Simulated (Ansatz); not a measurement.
Mg2I3. The state is a doublet with charge 0. Geometry PBE-D4/def2-SVP; atoms count from 1.

```xyz
5

Mg    0.618    0.299    0.619
Mg   -1.859   -0.893   -1.854
I     0.159   -2.248   -0.311
I     2.365    1.128    2.322
I    -1.282    1.714   -0.777
```

In the def2 sets I takes a core potential; there is no spin–orbit coupling. The structure comes from a short search, and lower isomers may exist.

Q: Estimate the Mulliken populations from the PBE0/def2-TZVP orbitals of Ansatz.

A: 
| atom | charge (e) | spin (α − β) |
| --- | --- | --- |
| Mg1 | 0.74 | 0.01 |
| Mg2 | 0.47 | 0.90 |
| I3 | -0.39 | 0.04 |
| I4 | -0.42 | 0.00 |
| I5 | -0.39 | 0.04 |
Mulliken values and Mayer orders depend strongly on the basis.

Q: Where does the spin sit?

A: Summed by element: Mg 0.91, I 0.09, of 1 unpaired in all. Largest on single atoms: Mg2 0.90, I3 0.04, I5 0.04.

Q: And the Mayer bond orders between bonded heavy atoms (over 0.3)?

A: Mg1–I3 0.54 (2.75 Å); Mg1–I4 0.95 (2.58 Å); Mg1–I5 0.54 (2.75 Å); Mg2–I3 0.46 (2.88 Å); Mg2–I5 0.46 (2.88 Å).
